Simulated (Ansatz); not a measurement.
`CO[AsH2]` + H₂ → `[AsH3]` + CH₃OH at 500 K and 1 bar (hydrogenolysis of the As–O bond).

Isolated molecules relaxed with PBE0-D4/def2-TZVP in Ansatz; ΔE leaves out vibrations. CBS: MP2 limit from def2 TZ/QZ plus the TZ coupled-cluster correction, frozen cores. This one scheme is used for every species. For As outer-core shells are correlated without core-valence functions, which leaves a few kJ/mol of doubt a bond. Scalar relativity is left out up to krypton.

| species | CCSD(T)/CBS energy (Eh) | H − E (kJ/mol) | S (J/(mol·K)) |
| --- | --- | --- | --- |
| `CO[AsH2]` | -2351.21577 | 183.5 | 338.9 |
| H₂ | -1.17544 | 41.0 | 145.5 |
| `[AsH3]` | -2236.79077 | 76.6 | 245.1 |
| CH₃OH | -115.61712 | 157.0 | 265.4 |

H − E and S are ideal-gas, rigid-rotor, harmonic terms from PBE0-D4/def2-TZVP. The MP2-based limit puts H₂ 0.8 mEh under its directly extrapolated value; such offsets cancel only in part. 1 Eh = 2625.50 kJ/mol, R = 8.31446 J/(mol·K).

Q: By hand: ΔE, ΔH, ΔS and ΔG.

A: ΔE = (-2236.79077) + (-115.61712) − (-2351.21577) − (-1.17544) = -0.01668 Eh = -43.8 kJ/mol. Δ(H − E) = 76.6 + 157.0 − 183.5 − 41.0 = 9.1, so ΔH = -34.7 kJ/mol. ΔS = 245.1 + 265.4 − 338.9 − 145.5 = 26.1 J/(mol·K). ΔG = -34.7 − 500 × (26.1)/1000 = -47.8 kJ/mol.

Q: By hand: the equilibrium constant, and the temperature at which ΔG would vanish if ΔH and ΔS stayed fixed.

A: log₁₀ K = −ΔG/(RT ln 10) = 5.0. ΔH and −TΔS have one sign here, so there is no such temperature.

TΔS isn't small against ΔH here. A doubt of 5 kJ/mol in ΔE shifts log₁₀ K by 0.5 here. These are equilibria of isolated gas molecules and say nothing of rates. Largest T1 diagnostic: 0.012 (customary marks: 0.02 for closed shells, 0.045 for open ones).
